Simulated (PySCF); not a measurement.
# Telling isomers of C3H11ClO2Si2 apart by NMR

[PySCF 2.14.0 with density-fitted response routines: GFN2-xTB geometry; PBE0/pcSseg-1 with gauge-including orbitals; single conformer; one averaged value for each set of equivalent atoms; gas phase; relativity neglected]

Scale: 1H (σ = 31.72 ppm), 13C (σ = 186.93 ppm) vs TMS (reference shieldings calculated alike). Where no couplings were computed, multiplicities follow the n + 1 count of equivalent neighbours, and m marks all less simple cases (inequivalent or close neighbours, rings, F or P nearby). Shifts are as computed. Against solution values, carbons near 30 ppm lie about +3 ppm off and those near 130 ppm about +5 ppm. Of 1211 compounds with measured shifts, 218 miss one by over three times the rms of a fit or turn the order of signals round; such compounds aren't used in these exercises. OH and NH positions are gas-phase values without hydrogen bonding to other molecules.

(1) Tabulate the signals of `CC(C)O[SiH2]O[SiH2]Cl`, `CC(C)O[Si@@H](O)[SiH2]Cl` and their relative energies.

(2) What is the quickest way to tell CC(C)O[SiH2]O[SiH2]Cl from CC(C)O[Si@@H](O)[SiH2]Cl?

Results:

(1) 
```tsv
SMILES	carbon types	δC	δH	E rel. (kcal/mol)
CC(C)O[SiH2]O[SiH2]Cl	1×CH 2×CH3	70.0, 26.7	5.47 (s, 2H), 4.91 (s, 2H), 4.78 (sept, 1H), 1.32 (d, 6H)	0.0
CC(C)O[Si@@H](O)[SiH2]Cl	1×CH 2×CH3	66.1, 28.0, 27.4	5.58 (m, 1H), 5.27 (m, 1H), 5.09 (m, 1H), 4.22 (m, 1H), 1.83 (br s, 1H), 1.37 (d, 3H), 1.26 (d, 3H)	26.1
```

Energies are electronic energies at PBE0/pcSseg-1 on these geometries, without zero-point or thermal terms, each for the one conformer computed, which needn't be the lowest.

(2) Count the carbon signals: 2 against 3. The first has an sp3 CH bonded to O at 70.0 ppm, the second an sp3 CH bonded to O at 66.1 ppm.
